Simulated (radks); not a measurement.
Ionisation of the gallium ion Ga3+, [Ar] 3d10, to [Ar] 3d9 as the strength of local exchange is varied. Calculated with a radial shooting solver on a logarithmic mesh with Libxc functionals: scalar-relativistic Kohn-Sham, Slater X-alpha exchange (alpha = 2/3 is LDA exchange), no correlation, spin-polarised, spherical densities, finite nucleus; Fermi nuclear charge, rms radius 3.9973 fm.

alpha  E(Ga3+) (hartree)  exchange (hartree)  IE (eV)  -e of the level emptied (eV)  <r> of it (bohr)
0.647        -1934.27636           -67.03425   61.383                   50.450 (3d)            0.7930
0.66         -1935.62490           -68.42980   61.794                   50.834 (3d)            0.7911
0.667        -1936.35143           -69.18203   62.016                   51.042 (3d)            0.7901
0.772        -1947.28279           -80.53162   65.408                   54.224 (3d)            0.7753
0.887        -1959.32681           -93.10387   69.256                   57.854 (3d)            0.7600
0.949        -1965.85109           -99.94323   71.389                   59.873 (3d)            0.7521
0.961        -1967.11636          -101.27193   71.806                   60.268 (3d)            0.7506
0.987        -1969.86056          -104.15627   72.716                   61.131 (3d)            0.7474

NIST Atomic Spectra Database: 63.24 eV (measured). The Delta-SCF value meets it near alpha = 0.70. Open shells are spherical and high-spin; term and fine-structure splittings are not resolved.
